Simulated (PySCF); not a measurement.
**Barium: highly charged ions in a basis for the neutral atom**

Ba⁷⁺ [Kr] 4d10 5s2 5p1, Ba⁸⁺ [Kr] 4d10 5s2. All numbers are calculated (PySCF 2.14, a scalar-relativistic core potential, in def2-SVP with the def2 core potential (46 electrons) (4s3p2d1f, 30 functions)). No spin-orbit coupling, so a gap to NIST mixes the basis error with missing relativistic terms.

Changed run: basis of the neutral atom used for a highly charged ion. This setting is unsound on purpose.

| species | method | sound run (hartree) | changed run (hartree) | converged |
| --- | --- | --- | --- | --- |
| Ba⁷⁺ | UHF | not run | -13.50746 | yes |
| Ba⁷⁺ | LDA | not run | -13.57161 | yes |
| Ba⁷⁺ | M06-L | not run | -13.62120 | yes |
| Ba⁸⁺ | UHF | not run | -9.91749 | yes |
| Ba⁸⁺ | LDA | not run | -9.96440 | yes |
| Ba⁸⁺ | M06-L | not run | -10.00077 | yes |

Ionisation energy of Ba⁷⁺:

```tsv
method	changed run (eV)	NIST (eV)
UHF	97.688	101 ± 2.1
LDA	98.157	101 ± 2.1
M06-L	98.517	101 ± 2.1
```

The contracted functions were made for the neutral atom and can be too rigid for a highly charged ion.
